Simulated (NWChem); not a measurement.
# CH5BO2S; SMILES COB(O)S

```xyz
10

B     -0.5972    -0.0886     0.0485
O     -1.8457    -0.6012     0.1957
H     -1.9035    -1.5526     0.0907
O     -0.4663     1.2486     0.1892
C      0.7519     1.9288     0.0661
H      1.1925     1.7994    -0.9378
H      0.5671     3.0002     0.2275
H      1.4884     1.5865     0.8138
S      0.9060    -1.0940    -0.3266
H      0.3006    -2.2985    -0.3702
```
Atoms are numbered in this order, from 1.

Computed with NWChem. Coordinates come from a PBE0/def2-SVP optimisation. Atomic charges in e: unrestrained fits to the electrostatic potential beside Mulliken populations; buried atoms are poorly determined by the fit.

Problem. Predict the results for B3LYP/def2-SVP. Quantities: ESP B1; Mulliken B1; ESP O2; Mulliken O2; ESP O4; Mulliken O4; ESP C5; Mulliken C5; ESP S9; Mulliken S9; relative RMS misfit of the potential (%).

Solution. The ESP B1 is 0.56, the Mulliken B1 comes out as 0.01 and the ESP O2 is -0.62. The Mulliken O2 comes out as -0.10, the ESP O4 comes out as -0.39 and the Mulliken O4 is -0.22. The ESP C5 comes out as 0.30, the Mulliken C5 is 0.18 and the ESP S9 comes out as -0.39. The Mulliken S9 is -0.16 and the relative RMS misfit of the potential (%) comes out as 26.
